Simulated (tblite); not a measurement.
Compound: C8H7FOS.
Cartesian coordinates in Å at the GFN2-xTB level; atoms count from 1:
```xyz
18
C8H7FOS angstrom
C      3.2013    1.1729    0.6649
S      2.3805   -0.2880    1.3638
C      0.7811   -0.2749    0.6467
C      0.3338    0.6921   -0.2517
C     -0.9427    0.6122   -0.7625
C     -1.7979   -0.4283   -0.3901
C     -3.1332   -0.4615   -0.9672
O     -3.6323    0.2787   -1.7492
F     -3.8734   -1.5207   -0.5042
C     -1.3468   -1.3946    0.5152
C     -0.0726   -1.3164    1.0237
H      3.2705    1.0808   -0.4149
H      4.1970    1.1795    1.0975
H      2.6684    2.0734    0.9547
H      0.9719    1.5056   -0.5563
H     -1.3008    1.3541   -1.4599
H     -1.9999   -2.2008    0.8105
H      0.2863   -2.0579    1.7207
```

Computed with GFN2-xTB (tblite): harmonic, unscaled wavenumbers at the GFN2-xTB geometry, gas phase. Errors from tens to a few hundred cm⁻¹ against measured bands are possible. One conformer, not necessarily the lowest.

Harmonic wavenumbers (cm⁻¹): 42.8, 65.1, 81.6, 135.3, 209.2, 210.5, 246.9, 280.9, 330.0, 370.0, 438.6, 478.8, 514.6, 597.8, 630.6, 651.7, 699.7, 732.9, 780.5, 812.0, 859.6, 913.3, 922.0, 934.7, 944.0, 949.2, 1018.6, 1106.4, 1143.0, 1187.0, 1243.3, 1264.8, 1312.0, 1338.3, 1405.5, 1445.1, 1450.0, 1454.5, 1550.0, 1578.0, 1812.8, 3030.1, 3039.8, 3059.1, 3097.5, 3098.2, 3109.0, 3114.5.

A = 3081, B = 444.8, C = 389.7 MHz; mass 170.020 u (most abundant isotopes); point group Cs, symmetry number 1.

Problem. What is the zero-point energy?

Solution. ½Σν̃ = 27845 cm⁻¹ = 333.10 kJ/mol.

Problem. Give the ideal-gas entropy at 273.15 K and 1 bar in the rigid-rotor, harmonic-oscillator model (classical rotation).

Solution. Translation 171.09, rotation 127.68, vibration 120.06: S = 418.8 J/(mol K).

Problem. And Cp and H(273.15 K) − H(0)?

Solution. Cp = 159.72 J/(mol K), of which vibrations give 126.46 (their classical limit is 48 R = 399.1); H(273.15 K) − H(0) = 26.42 kJ/mol without the zero-point energy, 17.34 from vibrations.

Problem. How do the functions run with temperature in this model?

Solution. 
| T (K) | S (J/(mol K)) | Cp (J/(mol K)) | H − H(0) (kJ/mol) | G − H(0) (kJ/mol) | ln q(vib) |
| --- | --- | --- | --- | --- | --- |
| 100 | 304.6 | 80.9 | 5.62 | -24.84 | 1.96 |
| 200 | 374.5 | 126.1 | 15.97 | -58.94 | 4.76 |
| 300 | 434.4 | 171.8 | 30.87 | -99.43 | 7.56 |
| 500 | 541.0 | 247.5 | 73.28 | -197.23 | 13.09 |
| 800 | 673.6 | 314.6 | 158.67 | -380.18 | 20.93 |
| 1000 | 746.9 | 341.9 | 224.48 | -522.40 | 25.71 |

q(vib) and H(0) count from the zero-point level.

Problem. Which modes carry the vibrational entropy at 273.15 K?

Solution. 42.8 cm⁻¹: 20.72; 65.1 cm⁻¹: 17.25; 81.6 cm⁻¹: 15.40; 135.3 cm⁻¹: 11.30; 209.2 cm⁻¹: 7.92; 210.5 cm⁻¹: 7.87 J/(mol K); the other 42 give 39.60 together.

Hindered rotation and anharmonicity are outside this model. Other conformers, if any are populated, would add a mixing term that is left out.
